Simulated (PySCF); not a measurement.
# Working with the constants of PdN

r²SCAN constants of PdN, ⁴Σ⁻ (quartet), unpaired electrons σ ↑, π ↑↑ (Pd def2-TZVPP with ECP28, N def2-TZVPP; scalar-relativistic core potentials (PySCF 2.14); masses 105.9035 and 14.0031 u):

- ωe: 695.3 cm⁻¹
- ωexe: 5.3 cm⁻¹
- Be: 0.43573 cm⁻¹
- αe: 0.00420 cm⁻¹
- De to Pd (4d10) + N: 2.78 eV

What force constant and bond length do these constants imply?

Reduced mass μred = 12.368 u; k = 5.8918×10⁻⁷·μred·ωe² (u, cm⁻¹, mdyn/Å) = 3.52 mdyn/Å; Re = √(16.8576/(μred·Be)) (u, cm⁻¹, Å) = 1.769 Å.

Estimate the centrifugal constant D from the Kratzer relation and find the Dunham coefficient a1.

D = 4Be³/ωe² = 6.84e-07 cm⁻¹; a1 = −1 − αeωe/(6Be²) = -3.56.

The metal atom is held in its measured ground configuration; semilocal functionals can put another filling of s and d lower by some tenths of an eV, and De to that atom would be smaller. Spin–orbit coupling is left out, which matters for elements this heavy, above all for dissociation energies. The state is the lowest single determinant that the PBE0 search found; with open d or f shells the true ground state can be another one.
